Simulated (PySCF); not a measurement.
C7H14SSi.
Geometry (PBE0-D3(BJ)/def2-SVP, Å), atoms numbered from 1 in this order:
```
atom  x, y, z in Å
Si1    2.2914    1.7731    0.4283
S2     1.7834    0.4920   -1.2144
C3     0.8217   -0.7247   -0.3052
C4    -0.2503   -1.4797   -1.0378
C5    -0.6398   -0.5305    0.0471
C6    -1.3591    0.7839   -0.2274
C7    -1.8463    1.2750    1.1545
C8    -1.2199    0.3197    2.1787
C9    -1.1016   -0.9952    1.4143
H10    1.1015    2.4933    0.9752
H11    2.9060    0.9763    1.5340
H12    3.2752    2.7626   -0.0982
H13    1.4207   -1.2963    0.4124
H14   -0.4572   -1.1754   -2.0682
H15   -0.3258   -2.5559   -0.8566
H16   -0.6833    1.4968   -0.7248
H17   -2.2049    0.6229   -0.9138
H18   -2.9446    1.2118    1.2126
H19   -1.5821    2.3255    1.3463
H20   -1.8030    0.2396    3.1084
H21   -0.2105    0.6686    2.4554
H22   -2.0919   -1.4775    1.3268
H23   -0.4196   -1.7251    1.8771
```

Computed with PBE0-D3(BJ)/def2-SVP geometry optimisation, gas phase (PySCF).

Masses are those of the commonest isotopes; rigid-rotor values at the optimised geometry. The values belong to one conformer with, in the numbering `[SiH3:1][S:2][C@@H:3]1[CH2:4][C:5]12[CH2:6][CH2:7][CH2:8][CH2:9]2`, Si1–S2–C3–C4 153°, S2–C3–C4–C5 -114°, C3–C4–C5–C6 110°, C4–C5–C6–C7 167°, C5–C6–C7–C8 8°.

Question: What are A, B and C (MHz)?

Answer: Ia = 303.26, Ib = 554.00, Ic = 699.03 u·Å²; 505379 MHz·u·Å²/I gives A = 1666, B = 912.2, C = 723.0 MHz.

Question: What kind of rotor is it?

Answer: An asymmetric top; Ray's κ = -0.599.

Question: Is it planar, by Δ = Ic − Ia − Ib?

Answer: Not planar: Δ = Ic − Ia − Ib = -158.23 u·Å². For a rigid frame Δ = −2 Σ m c², so Σ m c² = 79.12 u·Å² lies off the ab plane: 24.90 from hydrogen and 54.22 from heavier atoms. The atom farthest from that plane is 2.03 Å away.

Question: Predict some low-J microwave lines.

Answer: The dipole components are |μa| = 1.47 D, |μb| = 0.35 D, |μc| = 0.59 D. The squared components, which scale the intensities, stand as 1.00 : 0.06 : 0.16 (a : b : c). Some lines, for components of 0.1 D or more:

```
type  branch         J(Ka,Kc)    MHz  lower level (cm⁻¹)
   a       Q  4(2,2) ← 4(2,3)    424               0.658
   a       Q  3(1,2) ← 3(1,3)   1132               0.336
   b       Q  2(2,0) ← 2(1,1)   2294               0.201
   c       R  1(1,0) ← 0(0,0)   2579               0.000
   b       Q  4(3,2) ← 4(2,3)   4341               0.658
   c       R  2(2,0) ← 1(1,0)   5754               0.086
   b       Q  5(4,1) ← 5(3,2)   5801               1.081
   c       Q  4(4,1) ← 4(3,1)   5872               0.803
   b       Q  4(4,0) ← 4(3,1)   5872               0.803
   c       R  2(2,1) ← 1(1,1)   5912               0.080
   b       R  2(2,0) ← 1(1,1)   5943               0.080
   a       R  4(2,3) ← 3(2,2)   6516               0.441
   c       R  3(2,1) ← 2(1,1)   7320               0.201
   b       Q  5(5,1) ← 5(4,2)   7576               1.274
   a       R  5(1,5) ← 4(1,4)   7595               0.540
   a       R  5(0,5) ← 4(0,4)   7709               0.531
   c       R  3(3,0) ← 2(2,0)   9140               0.278
   c       R  5(2,4) ← 4(1,4)  11647               0.540
   b       R  5(3,3) ← 4(2,2)  12171               0.672
   c       R  5(3,2) ← 4(2,2)  12259               0.672
   b       R  5(5,1) ← 4(4,0)  15821               0.999
   b       R  5(5,0) ← 4(4,1)  15821               0.999
```

Question: Estimate the classical rotational partition function at 25 K, 200 K and 500 K.

Answer: Point group C1, symmetry number σ = 1; q = (√π/σ)·√((kT/h)³/(ABC)), k/h = 20836.6 MHz/K: 20100 at 25 K, 455000 at 200 K, 1800000 at 500 K.

No PBE0-D3(BJ)/def2-SVP frequencies stand behind this structure, so it isn't proved a minimum. Zero-point vibration and centrifugal distortion are left out. A rigid rotor knows nothing of internal rotation, which can split or shift real lines.

On one thread, Arm Neoverse V1 (aarch64), shared host with 64 logical CPUs at a one-minute load of 20, this took 7.3 min wall and 1.0 GiB of memory at its peak. This is the geometry optimisation.
